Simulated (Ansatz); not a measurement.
`C[CH](C)[Zn][F]` + CH₄ → `[CH3][Zn][F]` + `CCC`  (formal exchange of groups at a Zn–C bond)

Computed with Ansatz on PBE0-D4/def2-TZVP structures; ΔE is electronic, products minus reactants. CBS: MP2 limit from def2 TZ/QZ plus the TZ coupled-cluster correction, frozen cores. This one scheme is used for every species. Functionals use def2-TZVPP. HSE06 is defined as in plane-wave codes. For Zn outer-core shells are correlated without core-valence functions, which leaves a few kJ/mol of doubt a bond. Scalar relativity is left out up to krypton. One conformer a species, not always the lowest.

```
             level  ΔE (kJ/mol)  difference from CCSD(T)/CBS
         revPBE-D4        -12.1                          6.1
           BLYP-D4        -11.7                          6.5
      CAM-B3LYP-D4        -19.6                         -1.4
           ωB97M-V        -19.2                         -1.0
            B2PLYP        -19.2                         -1.0
              BLYP        -17.7                          0.5
              PBE0        -20.6                         -2.4
           r2SCAN0        -20.5                         -2.3
             HSE06        -20.5                         -2.3
             BHLYP        -24.5                         -6.3
           LC-ωPBE        -23.0                         -4.8
      MP2/def2-SVP        -11.3                          6.9
  CCSD(T)/def2-SVP        -12.2                          6.0
    MP2/def2-QZVPP        -16.4                          1.8
SCS-MP2/def2-QZVPP        -18.3                         -0.1
      HF/CBS(def2)        -31.1                        -12.9
       CCSD(T)/CBS        -18.2                            0
```

Largest T1 diagnostic among the species: 0.016.

From r2SCAN to r2SCAN0 (25 % exact exchange), in def2-TZVPP and without D4, ΔE moves by −3.7 kJ/mol. In def2-TZVPP, CCSD(T) changes the Hartree–Fock value by +12.5 kJ/mol (the triples alone add +2.6 kJ/mol) and MP2 by +14.3 kJ/mol. The D4 term adds +4.9 kJ/mol with B3LYP and +2.7 kJ/mol with PBE0; it sums over pairs of atoms, weighted by their polarisabilities, and B3LYP, whose exchange is more repulsive, gets the larger term.

B3LYP here is the variant with VWN-RPA as its local correlation; programs differ in this.
